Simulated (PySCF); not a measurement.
I3, charge -1. Atoms are numbered in the order given.

```xyz
3

I      0.0000     0.0000    -2.9573
I      0.0000     0.0000     0.0000
I      0.0000     0.0000     2.9573
```
Charge -1, spin multiplicity 1.

Coordinates come from a PBE0-D3(BJ)/def2-SVPD optimisation. The def2 effective core potentials stand for the cores of I; spin–orbit coupling is left out.

Calculation: M06-2X/def2-TZVPD in PySCF.

Mulliken values depend strongly on the basis, most of all with diffuse functions as here. ESP charges are fitted to the potential on shells at 1.4 to 2.0 van der Waals radii. Atomic charges (e):

```json
[
 {"atom": "I1", "Mulliken": "-0.56", "ESP fit": "(withheld)"},
 {"atom": "I2", "Mulliken": "0.11", "ESP fit": "(withheld)"},
 {"atom": "I3", "Mulliken": "-0.56", "ESP fit": "(withheld)"}
]
```

Question: Complete the blanks. (An estimate is asked for; the answer gives what the named calculation found.)

Answer: 
- I1, ESP fit: -0.46
- I2, ESP fit: -0.07
- I3, ESP fit: -0.46
